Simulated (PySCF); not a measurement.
Compound: C5H11Al.
Atom-mapped SMILES: `[AlH2:1][CH:2]1[CH2:3][CH2:4][CH2:5][CH2:6]1`

Cartesian coordinates in Å at the PBE0-D3(BJ)/def2-SVP level; atoms count from 1:
```
atom  x, y, z in Å
Al1    2.2358   -0.2003    0.7278
C2     0.8097    0.1425   -0.5897
C3    -0.1124    1.2977   -0.1565
C4    -1.1592    0.5851    0.6925
C5    -1.4750   -0.6705   -0.1224
C6    -0.1456   -1.0652   -0.8054
H7     2.8709    1.0102    1.5533
H8     2.7743   -1.6849    0.9649
H9     1.3345    0.3970   -1.5310
H10    0.4046    2.1078    0.3842
H11   -0.6057    1.7612   -1.0306
H12   -2.0479    1.1968    0.9117
H13   -0.7176    0.3071    1.6697
H14   -2.2297   -0.4215   -0.8855
H15   -1.9003   -1.4811    0.4884
H16   -0.3052   -1.2673   -1.8764
H17    0.2560   -2.0025   -0.3839
```

NICS = −σ at a ghost point: NICS(0) at the centroid of the ring atoms, NICS(1) 1 Å to either side along the normal of their mean plane, zz for the tensor component along that normal. Level: GIAO PBE0/pcSseg-1 (PySCF, non-relativistic, gas phase) on the PBE0-D3(BJ)/def2-SVP geometry, one conformer.

Ring bond lengths (Å), with Mayer bond orders in brackets: C2–C3 1.540 (1.00), C3–C4 1.525 (1.01), C4–C5 1.530 (1.03), C5–C6 1.546 (1.03), C6–C2 1.555 (0.98).

**Question.** Give the NICS values of each ring in ppm.

**Answer.** 
```
          ring                                            type  NICS(0)  NICS(1), two faces  NICS(1)zz, two faces  rms pucker (Å)  centre to ring atoms, mean (Å)
C2–C3–C4–C5–C6  5-membered carbocycle; formal bonds all single     -6.5         -3.8 / -5.0           -4.7 / -5.0            0.19                            1.29
```

**Question.** What can be read from them?

**Answer.** 
- C2–C3–C4–C5–C6: mean NICS(1)zz -4.8 ppm, shielded. C2, C3, C4, C5, C6 have four or more neighbours; no verdict on aromaticity is drawn.

**Question.** At the second NICS(1) probe listed for ring C2–C3–C4–C5–C6, 1 Å off the ring, how large is the induced field along the normal in 14.1 T applied along it?

**Answer.** NICSzz × B0 = -5.0 ppm × 14.1 T = -70 μT, against the applied field.

**Question.** How shielded are the nuclei of the rings and their hydrogens (means over atoms taken as equivalent)?

**Answer.** 
```json
{"atoms": "C2", "environment": "sp3 CH carbon", "σ isotropic (ppm)": "156.9"}
{"atoms": "C3 (×2)", "environment": "ring CH2 carbon", "σ isotropic (ppm)": "154.6"}
{"atoms": "C4 (×2)", "environment": "ring CH2 carbon", "σ isotropic (ppm)": "153.5"}
{"atoms": "H9", "environment": "methine hydrogen", "σ isotropic (ppm)": "30.63"}
{"atoms": "H10 (×2)", "environment": "methylene hydrogen", "σ isotropic (ppm)": "29.23"}
{"atoms": "H11 (×2)", "environment": "methylene hydrogen", "σ isotropic (ppm)": "29.46"}
{"atoms": "H12 (×2)", "environment": "methylene hydrogen", "σ isotropic (ppm)": "29.66"}
{"atoms": "H13 (×2)", "environment": "methylene hydrogen", "σ isotropic (ppm)": "30.10"}
```

**Question.** How do the values depend on the level or the medium?

**Answer.** 
```csv
level,"NICS(0), C2–C3–C4–C5–C6","mean NICS(1)zz, C2–C3–C4–C5–C6"
"PBE0/pcSseg-1, gas",-6.5,-4.8
"wB97X-D/pcSseg-1, gas",-6.4,-4.6
"PBE0/pcSseg-1, IEF-PCM methanol",-6.5,-4.9
"PBE0/pcSseg-1, IEF-PCM water",-6.5,-4.9
```

The geometry is the same throughout; the continuum's cavity takes Bondi-type radii × 1.2.
